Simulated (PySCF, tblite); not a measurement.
C7H8O.
Structure used (GFN2-xTB), in Å, numbered top down from 1:
```xyz
16
C7H8O angstrom
C     -2.3224    0.1729   -0.9435
C     -1.3526    0.3936    0.2192
C     -0.3813    1.4764   -0.1028
C      0.9428    1.3193   -0.1973
C      1.5977    0.0958    0.0088
C      2.1630   -0.9626    0.1757
C      2.8353   -2.1964    0.3776
O      4.0250   -2.3733    0.2992
H     -2.8520    1.0929   -1.1818
H     -3.0526   -0.5897   -0.6858
H     -1.7810   -0.1528   -1.8286
H     -1.9245    0.6846    1.1055
H     -0.8197   -0.5327    0.4401
H     -0.8107    2.4517   -0.2909
H      1.5855    2.1548   -0.4445
H      2.1398   -3.0254    0.6284
```

Level of theory: CAM-B3LYP/def2-SVPD in PySCF (dipole) on a GFN2-xTB geometry, gas phase.

Take the most abundant isotopes and a rigid rotor. The values belong to one conformer with, in the numbering `[CH3:1][CH2:2]/[CH:3]=[CH:4]\[C:5]#[C:6][CH:7]=[O:8]`, C1–C2–C3–C4 -118°.

(1) What are A, B and C (MHz)?

(2) Classify the top.

(3) What does the inertial defect say?

(4) Give the other two planar moments, Paa and Pbb, and the rms extents of the mass along the axes.

(5) Predict some low-J microwave lines.

## Answers

(1) Ia = 99.89, Ib = 641.30, Ic = 715.38 u·Å²; 505379 MHz·u·Å²/I gives A = 5059, B = 788.1, C = 706.5 MHz.

(2) A near-prolate asymmetric top. Ray's parameter κ = (2B − A − C)/(A − C) = -0.963; −1 is the prolate and +1 the oblate limit.

(3) Not planar: Δ = Ic − Ia − Ib = -25.81 u·Å². For a rigid frame Δ = −2 Σ m c², so Σ m c² = 12.91 u·Å² lies off the ab plane: 5.68 from hydrogen and 7.23 from heavier atoms. The atom farthest from that plane is 1.52 Å away.

(4) Paa = Σ m a² = (Ib + Ic − Ia)/2 = 628.39 and Pbb = Σ m b² = (Ia + Ic − Ib)/2 = 86.98 u·Å². With the mass M = 108.06 u, the rms extents √(P/M) along a, b and c are 2.41, 0.90, 0.35 Å.

(5) The dipole components are |μa| = 4.95 D, |μb| = 0.51 D, |μc| = 0.57 D. Intensities carry the squares of the components, which stand as 1.00 : 0.01 : 0.01 (a : b : c). Some lines, for components of 0.1 D or more:

| type | branch | J(Ka,Kc) | MHz | lower level (cm⁻¹) |
| --- | --- | --- | --- | --- |
| a | R | 1(0,1) ← 0(0,0) | 1495 | 0.000 |
| a | R | 2(1,2) ← 1(1,1) | 2907 | 0.192 |
| a | R | 2(1,1) ← 1(1,0) | 3071 | 0.195 |
| c | Q | 4(1,4) ← 4(0,4) | 3918 | 0.498 |
| b | Q | 1(1,0) ← 1(0,1) | 4353 | 0.050 |
| a | R | 3(2,2) ← 2(2,1) | 4484 | 0.725 |
| a | R | 3(2,1) ← 2(2,0) | 4488 | 0.725 |
| a | R | 4(0,4) ← 3(0,3) | 5966 | 0.299 |
| a | R | 4(2,3) ← 3(2,2) | 5977 | 0.874 |
| c | R | 2(1,1) ← 1(0,1) | 7423 | 0.050 |
| b | R | 4(1,4) ← 3(0,3) | 9885 | 0.299 |
| c | R | 4(1,3) ← 3(0,3) | 10701 | 0.299 |
| c | Q | 4(2,3) ← 4(1,3) | 12530 | 0.656 |
| b | R | 2(2,1) ← 1(1,0) | 15884 | 0.195 |
| c | R | 2(2,1) ← 1(1,1) | 15966 | 0.192 |
| c | R | 4(2,3) ← 3(1,3) | 19159 | 0.435 |
| b | Q | 3(3,1) ← 3(2,2) | 21561 | 0.874 |
| c | R | 3(3,0) ← 2(2,0) | 26043 | 0.725 |
| c | R | 3(3,1) ← 2(2,1) | 26044 | 0.725 |
| b | R | 4(3,1) ← 3(2,2) | 27541 | 0.874 |
| c | Q | 4(4,1) ← 4(3,1) | 30182 | 1.793 |
| c | R | 4(4,0) ← 3(3,0) | 36162 | 1.594 |

Its GFN2-xTB frequencies are all real (lowest 26 cm⁻¹). Zero-point vibration and centrifugal distortion are left out. A rigid rotor knows nothing of internal rotation, which can split or shift real lines.
